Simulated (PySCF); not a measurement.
BH5N2.

```xyz
8

B      0.0000     0.0000    -0.4990
H      0.0000     0.0000    -1.6944
N      0.0000    -1.2400     0.1763
H      0.0000    -2.1143    -0.3162
H      0.0000    -1.3429     1.1770
N      0.0000     1.2400     0.1763
H      0.0000     1.3429     1.1770
H      0.0000     2.1143    -0.3162
```
Charge 0, spin multiplicity 1.

Geometry: B3LYP-D3(BJ)/def2-TZVP. One conformer was computed; it need not be the lowest.

All values below come from PySCF with PBE0/pcSseg-2. Non-relativistic, no solvent.

Computed absolute GIAO shielding of each atom: isotropic value and principal components (ppm):
```json
[
 {"atom": "B1", "σ(iso)": "74.2", "σ11": "40.0", "σ22": "69.7", "σ33": "113.1", "span": "73.1"},
 {"atom": "H2", "σ(iso)": "27.2", "σ11": "25.5", "σ22": "27.8", "σ33": "28.4", "span": "2.9"},
 {"atom": "N3", "σ(iso)": "198.1", "σ11": "136.4", "σ22": "214.9", "σ33": "243.0", "span": "106.6"},
 {"atom": "H4", "σ(iso)": "29.0", "σ11": "23.9", "σ22": "25.7", "σ33": "37.5", "span": "13.6"},
 {"atom": "H5", "σ(iso)": "29.4", "σ11": "24.2", "σ22": "26.7", "σ33": "37.2", "span": "12.9"},
 {"atom": "N6", "σ(iso)": "198.1", "σ11": "136.4", "σ22": "214.9", "σ33": "243.0", "span": "106.6"},
 {"atom": "H7", "σ(iso)": "29.4", "σ11": "24.2", "σ22": "26.7", "σ33": "37.2", "span": "12.9"},
 {"atom": "H8", "σ(iso)": "29.0", "σ11": "23.9", "σ22": "25.7", "σ33": "37.5", "span": "13.6"}
]
```
